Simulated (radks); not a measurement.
The numbers below are computed, except where a source is named.
Neutral lanthanum inside a hard spherical wall (all orbitals vanish at R), configuration held at [Xe] 5d1 6s2 and not refilled when levels cross. Level of theory: scalar-relativistic Kohn-Sham, LDA (Slater exchange, Perdew-Wang correlation), spin-unpolarised, spherical densities, finite nucleus; Fermi nuclear charge, rms radius 4.855 fm (a radial shooting solver on a logarithmic mesh with Libxc functionals). Eigenvalues in eV, with the zero of energy where the potential of the charges vanishes at infinity; a dash marks a level that is unbound or too diffuse for the functional's potential to be trusted. A positive occupied level is held by the wall or, in an anion where self-interaction has pushed it up, behind a barrier. The pressure on the wall is -dE/dV.

| R (bohr) | E (hartree) | kinetic (hartree) | e(5s) | e(5p) | e(6s) | e(5d) | e(6p, empty) | e(7s, empty) | pressure (GPa) |
|---|---|---|---|---|---|---|---|---|---|
| free | -8486.5003 | 8973.726 | -39.068 | -22.479 | -3.813 | -3.205 | -1.412 | -0.088 | 0 |
| 20 | -8486.5003 | 8973.726 | -39.068 | -22.479 | -3.813 | -3.205 | -1.412 | 0.037 | < 0.0001 |
| 15 | -8486.5002 | 8973.726 | -39.065 | -22.476 | -3.811 | -3.202 | -1.399 | 0.396 | 0.000256 |
| 8 | -8486.4758 | 8973.886 | -38.223 | -21.659 | -3.045 | -2.486 | 0.010 | 6.864 | 0.840 |
| 5 | -8486.0644 | 8975.586 | -33.851 | -17.530 | 3.971 | 1.940 | 10.196 | 35.448 | 42.5 |
| 4 | -8485.1593 | 8979.048 | -29.076 | -12.911 | 15.941 | 7.993 | 25.727 | 71.566 | 241 |
| 2.5 | -8474.4412 | 9015.239 | 0.499 | 20.435 | 113.32 | 53.142 | 136.23 | 289.09 | 7920 |
| 2 | -8455.3591 | 9072.855 | 42.396 | 69.347 | 243.41 | 114.97 | 275.15 | 540.74 | 37600 |
| 1.5 | -8387.8290 | 9263.863 | 185.32 | 228.60 | 604.20 | 294.49 | 647.72 | 1180.4 | 267000 |
